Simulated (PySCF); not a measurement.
Al(F)(NHMe)(OH) (CH5AlFNO), SMILES [F][Al]([OH])[NH]C. Coordinates come from a PBE-D3(BJ)/def2-SVP optimisation. The structure was generated by enumeration; whether it is a known compound was not checked. Other conformers were not sampled.

Computed equilibrium geometry at PBE-D3(BJ)/def2-SVP (PySCF confirms it by a frequency run) as bond lengths and angles, and its point group (one conformer of several):
point group Cs.
Atoms: Al1 F2 N3 C4 H5 H6 H7 H8 O9 H10. Bond lengths (Å): Al1–F2 1.678, Al1–N3 1.772, Al1–O9 1.711, N3–C4 1.454, N3–H5 1.023, C4–H6 1.115, C4–H7 1.115, C4–H8 1.109, O9–H10 0.969. Bond angles (°): F2–Al1–N3 119.6, F2–Al1–O9 121.8, N3–Al1–O9 118.6, Al1–N3–C4 127.0, Al1–N3–H5 120.0, C4–N3–H5 113.0, N3–C4–H6 112.9, N3–C4–H7 112.9, N3–C4–H8 110.0, H6–C4–H7 107.1, H6–C4–H8 106.8, H7–C4–H8 106.8, Al1–O9–H10 122.7.
Charge 0, spin multiplicity 1.
